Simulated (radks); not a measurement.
The table gives one normalised radial function P(r) = r R(r) of Xe in [Xe] (r in bohr). All-electron calculation, non-relativistic Kohn-Sham, r2SCAN, spin-polarised, spherical densities, point nucleus; meta-GGA in the generalised Kohn-Sham scheme; relativity is left out, which matters for an element this heavy. Program: a radial shooting solver on a logarithmic mesh with Libxc functionals.

r	P
0.00124	0.0224
0.001432	0.0256
0.001654	0.0292
0.001895	0.0331
0.002189	0.0376
0.002528	0.0426
0.002919	0.0481
0.003372	0.0541
0.003894	0.0607
0.004497	0.0677
0.005193	0.0750
0.005998	0.0826
0.006871	0.0898
0.007936	0.0972
0.009165	0.1039
0.01058	0.1094
0.01222	0.1132
0.01412	0.1145
0.0163	0.1123
0.01883	0.1057
0.02174	0.0938
0.02491	0.0768
0.02877	0.0523
0.03323	0.0208
0.03837	-0.0169
0.04432	-0.0591
0.05118	-0.1026
0.05911	-0.1429
0.06826	-0.1740
0.07884	-0.1890
0.09032	-0.1823
0.1043	-0.1483
0.1205	-0.0855
0.1391	0.0018
0.1607	0.1021
0.1856	0.1968
0.2143	0.2630
0.2475	0.2781
0.2858	0.2274
0.3275	0.1187
0.3782	-0.0435
0.4368	-0.2194
0.5044	-0.3618
0.5825	-0.4251
0.6727	-0.3793
0.7769	-0.2223
0.8973	0.0175
1.036	0.2901
1.187	0.5295
1.371	0.7217
1.583	0.8213
1.829	0.8221
2.112	0.7400
2.439	0.6043
2.817	0.4495
3.253	0.3046
3.757	0.1872
4.304	0.1070
4.971	0.0522
5.741	0.0220
6.63	0.0079
7.657	0.0024

Which n and l does it have? It may be an empty orbital.

Answer. n = 5, l = 0: the number of nodes gives n - l - 1 = 4, the rise at small r (about r^(l+1)) gives l, and the extent must fit the shell. The curve is that of 5s. 5s: eigenvalue -18.769 eV, 4 radial nodes at r = 0.0361, 0.139, 0.365, 0.889 bohr, <r> = 1.96 bohr, 90 % of the charge inside 2.86 bohr.
